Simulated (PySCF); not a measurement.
# Circular dichroism: SMILES CC(C)=C=C(C)[SiH3], C6H12Si

Geometry (Å), atoms numbered from 1 in this order:
```xyz
19

C    -2.1692    1.2185   -0.3477
C    -1.3809   -0.0352   -0.0809
C    -2.1351   -1.2022    0.4970
C    -0.0928   -0.1068   -0.3385
C     1.2012   -0.1650   -0.5616
C     1.8028   -0.6129   -1.8723
Si    2.3377    0.3355    0.8492
H    -1.5411    2.0160   -0.7661
H    -2.6294    1.5904    0.5836
H    -2.9923    1.0167   -1.0542
H    -2.5992   -0.9236    1.4585
H    -1.4823   -2.0688    0.6657
H    -2.9529   -1.5083   -0.1774
H     1.0251   -0.8848   -2.6004
H     2.4246    0.1846   -2.3118
H     2.4598   -1.4863   -1.7260
H     3.1991   -0.8188    1.2633
H     3.2575    1.4355    0.4139
H     1.5320    0.7951    2.0176
```

Computed with PySCF 2.14.0, TDDFT CAM-B3LYP/aug-cc-pVDZ circular dichroism and optical rotation, one conformer, IEF-PCM dimethylsulfoxide (non-equilibrium linear response, no local-field factor). Geometry: PBE0-D3(BJ)/def2-SVP.

No stereocentre is labelled: unless the shape is locked (an allene, a helicene, a hindered biaryl), the mirror image is equally populated and a measured rotation or CD is zero.

**Question.** List the lowest 12 singlet excitations with oscillator and rotatory strengths.

**Answer.** Rotatory strengths R in 10⁻⁴⁰ esu² cm², velocity form and length form (origin at the centre of mass); f in length form.
```csv
state,E (eV),λ (nm),f,R (velocity),R (length),main
1,5.28,235,0.0006,+0.3,+0.3,"HOMO→LUMO+6 0.34, HOMO→LUMO+3 0.22"
2,5.80,214,0.017,-0.1,-0.1,"HOMO→LUMO 0.78, HOMO→LUMO+1 0.08"
3,6.10,203,0.003,-0.8,-0.7,"HOMO−1→LUMO+2 0.23, HOMO−1→LUMO 0.19"
4,6.37,195,0.427,+1.4,+1.5,"HOMO→LUMO+2 0.55, HOMO→LUMO+1 0.18"
5,6.44,193,0.001,+3.8,+3.9,"HOMO−1→LUMO 0.58, HOMO−1→LUMO+11 0.14"
6,6.62,187,0.012,+0.2,+0.2,"HOMO→LUMO+1 0.42, HOMO→LUMO+2 0.24"
7,6.65,186,0.002,-4.9,-5.0,"HOMO→LUMO+3 0.65, HOMO→LUMO+6 0.22"
8,6.73,184,0.895,-0.2,-0.2,"HOMO−1→LUMO+3 0.33, HOMO−1→LUMO+6 0.25"
9,6.90,180,0.035,+1.2,+1.2,"HOMO→LUMO+4 0.48, HOMO−1→LUMO+3 0.09"
10,6.99,177,0.126,-1.8,-1.8,"HOMO→LUMO+5 0.35, HOMO→LUMO+10 0.24"
11,7.18,173,0.027,+0.8,+0.8,"HOMO−1→LUMO+4 0.30, HOMO−1→LUMO+1 0.25"
12,7.21,172,0.176,-1.3,-1.1,"HOMO−1→LUMO+3 0.28, HOMO−1→LUMO+6 0.20"
```

Among the states computed, the strongest CD band (largest |R|) is state 7. The largest dissymmetry factor in size, g = 4R/(D+G), with D and G the electric and magnetic dipole strengths, is -0.033 for state 7 (velocity form, f = 0.001), among bands with |R| over 0.5. The mirror image has the same energies and oscillator strengths and all R with the opposite sign.
